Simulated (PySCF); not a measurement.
The same gas-phase reaction for Al, Ga, In:
- 3 AlI + 2 Cl → AlI3 + 2 AlCl
- 3 GaI + 2 Cl → GaI3 + 2 GaCl
- 3 InI + 2 Cl → InI3 + 2 InCl

Energies from PySCF (xtb for GFN2), thermal terms from the rigid-rotor harmonic-oscillator model, ideal gas at 1 bar. † marks an energy on the PBE0/def2-TZVP geometry and frequencies; other levels use their own. MP2 freezes the core. Open shells (unrestricted): Cl (multiplicity 2); the rest are closed-shell singlets. GFN2 has no spin-polarisation term. Spin-orbit splitting is ignored; it lowers the true energy and changes the entropy of Cl. I, In: scalar-relativistic def2 core potential, no spin-orbit coupling. Ga: all electrons, no relativistic terms. MP2 isn't extrapolated to the basis-set limit.

ΔH°(298 K) in kJ, by level:

```
level                   Al      Ga      In
------------------  ------  ------  ------
ωB97M-V/def2-TZVP†  -782.8     [?]  -585.4
PBE0/def2-TZVP      -773.8     [?]  -564.1
MP2/def2-SVP†       -759.1     [?]  -548.1
GFN2-xTB            -952.1  -660.1  -516.2
PBE/def2-TZVP†      -771.9     [?]  -563.9
```

Task: What belongs in the gaps?

Result: 
- ωB97M-V/def2-TZVP†, Ga: -649.7
- PBE0/def2-TZVP, Ga: -638.9
- MP2/def2-SVP†, Ga: -638.4
- PBE/def2-TZVP†, Ga: -636.0
